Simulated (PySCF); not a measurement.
Molecule: `C=Cc1ccncc1`, C₇H₇N.

Numbering as in the mapped SMILES `[CH2:1]=[CH:2][c:3]1[cH:4][cH:5][n:6][cH:7][cH:8]1`. Hydrogens are named by the atom that carries them. Ha(C1) is cis to C3; Hb(C1) is trans to C3.

Geometry PBE0-D3(BJ)/def2-SVP throughout; GIAO in PySCF 2.14, gas phase, one conformer, non-relativistic; equivalent atoms averaged; functional PBE0.

For orientation, def2-SVP gives these absolute shieldings σ: C5/C7 45.5, C3 53.4, C2 57.7, C1 76.4, H(C5)/H(C7) 22.86, H(C4)/H(C8) 24.31, H(C2) 24.88, Ha(C1) 25.03, Hb(C1) 25.81 ppm.

A run gave: C5/C7 113.0, C3 119.2, C2 120.6, C1 127.8, H(C5)/H(C7) 23.82, H(C4)/H(C8) 25.39, H(C2) 25.97, Ha(C1) 26.46, Hb(C1) 26.80 ppm (absolute shieldings σ).

Q: Which basis set was used in that run?
A. STO-3G
B. pcSseg-1
C. pcSseg-0
D. 6-311+G(2d,p)

A: A. C5/C7 tells them apart best: STO-3G gives 113.0, pcSseg-0 gives 29.8, 6-311+G(2d,p) gives 31.7, pcSseg-1 gives 28.0 ppm.
